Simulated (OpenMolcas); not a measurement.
# Sb3+: CASPT2 settings compared

```yaml
Program: OpenMolcas
Basis: ANO-R3 [8s7p5d3f2g1h]
Scalar_Hamiltonian: X2C, finite nucleus
Active_space: 2 electrons in 4 orbitals (5s 5p)
State_averaging: 2S+1 = 1 even, 7 roots; 2S+1 = 3 even, 3 roots kept (CI in the orbitals of an earlier block); 2S+1 = 1 odd, 3 roots; 2S+1 = 3 odd, 3 roots kept (CI in the orbitals of an earlier block)
Spin-orbit_coupling: RASSI with atomic mean-field integrals over the reference wave functions, term energies averaged over their components
```

Methods on the same reference wave functions:
A. CASSCF
B. SS-CASPT2, IPEA 0.2 Eh, imaginary shift 0.2 Eh (closed shells correlated: 4d)
C. MS-CASPT2, IPEA 0.2 Eh, imaginary shift 0.2 Eh (closed shells correlated: 4d)
D. XMS-CASPT2, IPEA 0.75 Eh, imaginary shift 0.5 Eh (closed shells correlated: 4d)

Energies in cm-1 above 5s2 1S0, the measured ground level; measured values from Moore, Atomic Energy Levels, vol. III, NSRDS-NBS 35 (1971 reprint of NBS Circular 467, 1958).

```tsv
Level	A	B	C	D	Measured
5s2 1S0	0.0	0.0	0.0	0.0	0.0
5s 5p 3P* 0	62357	65800	66500	68830	
5s 5p 3P* 1	64082	67440	68130	70470	66700
5s 5p 3P* 2	68100	71550	72240	74570	72560
5s 5p 1P* 1	102942	93770	94460	97220	95952
5p2 3P0	149596	152620	153320	155860	152076
5p2 3P1	152768	156190	156890	159480	156388
5p2 1S0	189130	181290	182680	184260
```

Deviations, from unrounded energies. A percentage is the sum of absolute deviations over the sum of measured energies, with the sign that they share, or ± where signs differ.

```json
{"Against measurement": "mean absolute deviation (cm-1)", "Levels": "5", "A": "4000", "B": "930", "C": "1000", "D": "2800"}
{"Against measurement": "other configurations (%)", "Levels": "5", "A": "±3.7", "B": "±0.9", "C": "±0.9", "D": "+2.6"}
```

B lies closest to measurement on these levels and A furthest from it. The largest miss of B in the table is 5s 5p 1P* 1, by -2200 cm-1. The ranking rests on the paired levels alone, and a cruder setting can come out closer through cancelling errors.

Among B to D the level of the table that moves most is 5s 5p 1P* 1, by 3500 cm-1 (lowest in B, highest in D). Moves below CASPT2's spread within the term are not significant.

The lowest spin-free term lies below A's lowest term by 0.482 hartree in B, 0.485 hartree in C, 0.493 hartree in D.

Term energies are means over components that CASPT2 splits; among the terms shown or strongly mixed into the levels shown the widest spread is 72 cm-1 (5s 5p 1P*, D). Terms from blocks run as CI alone lack orbitals of their own. The ¹D term of p² mixes with s d, which this space lacks. Computed and measured levels are paired by configuration, term and J; levels that our copy of the source lacks, or whose pairing is in doubt (as where it misses far off the trend of its configuration), stay unpaired and out of the deviations. Levels of configurations outside the active space are missing. Levels that lie high or do not pair safely by name in every column are left out.

* marks odd parity.
